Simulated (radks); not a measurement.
The chlorine ion Cl11+, 6 electrons, occupied as [He] 2s2 2p2. All-electron calculation, Dirac Kohn-Sham, PBE, spin-unpolarised, spherical densities, point nucleus; open shells are shared between the two j in proportion to 2j + 1. Program: a radial shooting solver on a logarithmic mesh with Libxc functionals. Some entries of the table are withheld. Estimate them.

orbital      occ.  eigenvalue (hartree)  r(max) (bohr)
1s1/2           2             -117.6290            (1)
2s1/2           2                   (2)            (3)
2p1/2    0.666667                   (4)            (5)
2p3/2     1.33333                   (6)            (7)

Answer. 
(1) 1s1/2 r(max) (bohr): 0.05939
(2) 2s1/2 eigenvalue (hartree): -22.14482
(3) 2s1/2 r(max) (bohr): 0.3403
(4) 2p1/2 eigenvalue (hartree): -20.49350
(5) 2p1/2 r(max) (bohr): 0.2744
(6) 2p3/2 eigenvalue (hartree): -20.40949
(7) 2p3/2 r(max) (bohr): 0.2759
